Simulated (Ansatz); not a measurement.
Born–Oppenheimer molecular dynamics of C₃H₁₁NOSi (17 atoms, charge 0, multiplicity 1). It starts from a relaxed structure.

The calculation used RKS B3LYP-D4/STO-3G in Ansatz 0.2.0.

```yaml
ensemble: NVT, Nosé–Hoover chain
time_step: 1 fs
steps_asked: 358
set_temperature: 100 K
thermostat: time constant 100 fs, chain length 3 (defaults)
seed: 801769
```

First frame:

```xyz
17
Properties=species:S:1:pos:R:3
C -0.487 0.463 -1.846
N 0.749 0.524 -0.973
C 0.517 -0.061 0.433
C 0.248 -1.606 0.275
O 1.776 0.175 1.158
Si -0.838 0.779 1.509
H -0.704 -0.587 -2.101
H -1.396 0.904 -1.385
H -0.274 1.010 -2.781
H 0.907 1.561 -0.800
H 1.002 -2.055 -0.390
H -0.750 -1.803 -0.143
H 0.313 -2.093 1.260
H 2.460 -0.191 0.481
H -2.152 0.399 1.046
H -0.688 0.365 2.884
H -0.703 2.215 1.413
```

Task: What does the run give?

Result: All steps were run.

- steps done: 358
- time covered: 358 fs
- mean temperature over the second half: 90 K
- spread of the potential energy over the second half: 2.7 meV per atom
- mean potential energy of the second half above the start: 10.5 meV per atom

The conserved energy stayed within 0.52 meV per atom of its start (net change 0.29 meV per atom), so the integration is sound. A run of 0.36 ps of so small a system gives no equilibrium averages. Limits of this set-up: minimal basis.

Task: What happens to the structure?

Result: The same pairs are bonded in the first frame and the last. Pairs count as bonded within 1.25 times the sum of covalent radii (0.12 Å more for H–H). Another seed would give other details.

Task: How do temperature and energy run in time?

Result: 
```csv
time (fs),T (K),potential energy less start (eV),conserved less start (meV/atom)
0.0,100,0.000,0.00
29.0,45,0.112,0.12
58.0,30,0.154,0.23
87.0,71,0.099,0.25
116.0,59,0.145,0.29
145.0,52,0.171,0.27
174.0,100,0.094,0.17
203.0,68,0.175,0.21
232.0,65,0.196,0.19
261.0,113,0.129,0.30
290.0,75,0.229,0.45
319.0,63,0.267,0.41
348.0,142,0.137,0.29
```

Time of the run: 19 min on 1 thread of Arm Neoverse V1 (shared host), peak memory 0.11 GiB.
